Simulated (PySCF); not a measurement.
## Calculated data, CH$_{5}$BGeO

All values are calculated (PySCF 2.14.0). Calculation on a computer-drawn molecule: the log of a Hartree-Fock and frozen-core CCSD(T) single point meant for a local Hartree-Fock minimum, with one planted fault or none, to be diagnosed. Offsets are logged minus clean, where the clean run is the same molecule without the fault. The reference is restricted for singlets and unrestricted otherwise, and also for a bond in bohr or an excited solution. Adding or removing an electron swaps singlet and doublet. The excited solution moves the top pair (singlet) or top alpha electron (doublet) to the lowest empty orbital. Highest occupied and lowest empty are orbital energies over both spins, largest force is the largest gradient component, triples share is (T) over the correlation energy, the T1 limit is 0.02 restricted and 0.045 unrestricted, electrons count all cores, a negative frequency is imaginary (commonest isotopes), and the dipole is about the centre of nuclear charge; on germanium a core potential holds 10 electrons, which the energies leave out, and 3d is frozen in MP2 and coupled-cluster steps.

Entry: CH$_{5}$BGeO

Logged structure:
```xyz
9
CH5BGeO
C     -1.7911     0.0508    -1.1298
O     -2.2730     0.8946    -0.1187
B     -2.6283     0.4842     1.1104
Ge    -2.4742    -1.4561     1.9823
H     -2.6034    -0.2250    -1.8031
H     -1.0321     0.5878    -1.6961
H     -1.3418    -0.8584    -0.7200
H     -3.0577     1.3511     1.8384
H     -3.9685    -1.8112     1.5858
```

| Item | Value |
| --- | --- |
| meant charge | 0 |
| meant multiplicity | 1 |
| meant basis | cc-pVDZ |
| meant basis and core potential on germanium | cc-pVDZ-PP ECP10MDF |
| logged electrons | 56 |
| logged basis functions | 90 |
| logged SCF converged | yes |
| logged spin squared | 0 |
| logged highest occupied | -8.3034 eV |
| logged lowest empty | 0.44042 eV |
| logged largest force | 1.062e-05 hartree/bohr |
| logged lowest frequency | 46.974 cm⁻¹ |
| logged T1 diagnostic | 0.01598 |
| logged D1 diagnostic | 0.056985 |
| logged triples share | 0.027646 |
| logged CC converged | yes |
| logged dipole magnitude | 1.718 debye |
| logged SCF stable within its kind | yes |
| logged energy HF | -433.69025 hartree |
| logged energy CCSD(T) | -434.24164 hartree |
| possible faults | no fault, one electron removed, one electron added, multiplicity raised by two, geometry at a saddle point, SCF held on an excited solution, minimal basis STO-3G, one bond length entered in bohr, all coordinates scaled |
| planted fault | no fault |
| HF energy offset from clean run | 0 kcal/mol |
| CCSD(T) energy offset from clean run | 0 kcal/mol |

Drawn bonds:
| atom | other atom | order |
| --- | --- | --- |
| 1 | 2 | 1 |
| 2 | 3 | 1 |
| 3 | 4 | 1 |
| 1 | 5 | 1 |
| 1 | 6 | 1 |
| 1 | 7 | 1 |
| 3 | 8 | 1 |
| 4 | 9 | 1 |
